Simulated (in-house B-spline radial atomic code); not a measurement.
Spin-orbit splittings of orbital energies (j = l + 1/2 less j = l - 1/2) and ratios of mean radii (lower j over upper j) along the 57-electron series, configuration [Kr] 4d10 4f11. Computed with a radial B-spline atomic code at the basis-set limit: Dirac-Hartree-Fock, average of the configuration, finite nuclei.

```json
{"ion": "Hf15+", "Z": "72", "splitting of 3p (eV)": "260.32", "radius ratio of 3p": "0.93323", "splitting of 4d (eV)": "11.654", "radius ratio of 4d": "0.98101", "splitting of 4p (eV)": "61.484", "radius ratio of 4p": "0.94248"}
{"ion": "Ta16+", "Z": "73", "splitting of 3p (eV)": "278.62", "radius ratio of 3p": "0.93122", "splitting of 4d (eV)": "12.649", "radius ratio of 4d": "0.98071", "splitting of 4p (eV)": "66.462", "radius ratio of 4p": "0.94114"}
{"ion": "W17+", "Z": "74", "splitting of 3p (eV)": "297.98", "radius ratio of 3p": "0.92917", "splitting of 4d (eV)": "13.711", "radius ratio of 4d": "0.98041", "splitting of 4p (eV)": "71.778", "radius ratio of 4p": "0.93977"}
{"ion": "Re18+", "Z": "75", "splitting of 3p (eV)": "318.43", "radius ratio of 3p": "0.92708", "splitting of 4d (eV)": "14.841", "radius ratio of 4d": "0.98009", "splitting of 4p (eV)": "77.448", "radius ratio of 4p": "0.93837"}
{"ion": "Os19+", "Z": "76", "splitting of 3p (eV)": "340.04", "radius ratio of 3p": "0.92495", "splitting of 4d (eV)": "16.043", "radius ratio of 4d": "0.97976", "splitting of 4p (eV)": "83.49", "radius ratio of 4p": "0.93694"}
{"ion": "Ir20+", "Z": "77", "splitting of 3p (eV)": "362.86", "radius ratio of 3p": "0.92277", "splitting of 4d (eV)": "17.319", "radius ratio of 4d": "0.97942", "splitting of 4p (eV)": "89.923", "radius ratio of 4p": "0.93547"}
{"ion": "Pt21+", "Z": "78", "splitting of 3p (eV)": "386.95", "radius ratio of 3p": "0.92055", "splitting of 4d (eV)": "18.672", "radius ratio of 4d": "0.97906", "splitting of 4p (eV)": "96.766", "radius ratio of 4p": "0.93397"}
{"ion": "Au22+", "Z": "79", "splitting of 3p (eV)": "412.36", "radius ratio of 3p": "0.91829", "splitting of 4d (eV)": "20.106", "radius ratio of 4d": "0.9787", "splitting of 4p (eV)": "104.04", "radius ratio of 4p": "0.93243"}
{"ion": "Hg23+", "Z": "80", "splitting of 3p (eV)": "439.17", "radius ratio of 3p": "0.91598", "splitting of 4d (eV)": "21.622", "radius ratio of 4d": "0.97832", "splitting of 4p (eV)": "111.76", "radius ratio of 4p": "0.93086"}
```

(1) With what power of Z does the column «splitting of 3p (eV)» change over this range?

Answers

(1) A fit of the logarithm of its size against log Z from Z = 72 to 80 has slope 4.96. An unscreened hydrogenic electron would give 4 at low Z; screening makes the apparent power larger near the neutral end, and relativity raises it again at high Z.
